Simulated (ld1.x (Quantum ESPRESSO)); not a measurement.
## Pseudopotential generation for Sr (Z = 38): ultrasoft, PBEsol, scalar-relativistic.

strontium, ultrasoft, made with ld1.x (Quantum ESPRESSO) 7.5 (PBEsol, scalar-relativistic). Core [Ar] 3d10, reference 4s2 4p6 4d0 5s1.5 5p0 (charge +0.5). Waves: 4s (bound): rcut 1.75, rcutus 1.90 bohr; 5s (bound): rcut 1.75, rcutus 1.90 bohr; 4p (bound): rcut 2.15, rcutus 2.40 bohr; 5p (bound, empty): rcut 2.15, rcutus 2.40 bohr; 4d (bound, empty): rcut 2.05, rcutus 2.60 bohr; 4d channel at 0.5 Ry: rcut 2.05, rcutus 2.60 bohr. Local part: all-electron potential smoothed inside 2.40 bohr (lloc = -1). Core correction: Bessel-smoothed model core inside 1.90 bohr. Augmentation charge: built from norm-conserving waves at rcut, not smoothed further.

All-electron outer shells of the reference configuration (PBEsol, scalar-relativistic, ld1.x):

| shell | level (eV) | outermost node (bohr) | outermost maximum (bohr) |
| --- | --- | --- | --- |
| 3d | -131.06 | – | 0.38 |
| 4s | -43.89 | 0.59 | 1.19 |
| 4p | -25.81 | 0.61 | 1.33 |
| 5s | -5.87 | 1.64 | 3.58 |
| 4d | -3.90 | 0.65 | 2.06 |
| 5p | -3.26 | 1.94 | 4.54 |

**Question.** Does the generator finish with these settings?

**Answer.** Yes, a potential is produced.

**Question.** Is the overlap operator S = 1 + Σ q|β⟩⟨β| positive definite (Bessel basis up to 400 Ry)?

**Answer.** Yes: its lowest eigenvalue is 0.11 (p channel).

Test run stopped at test 1 of 7 (negative rho).

A Bessel basis up to 400 Ry misses an occupied level by 0.73 Ry, so cutoffs and ghosts were not judged. The potential misses its own reference levels by up to 1.9 eV, so it is not fit for use.
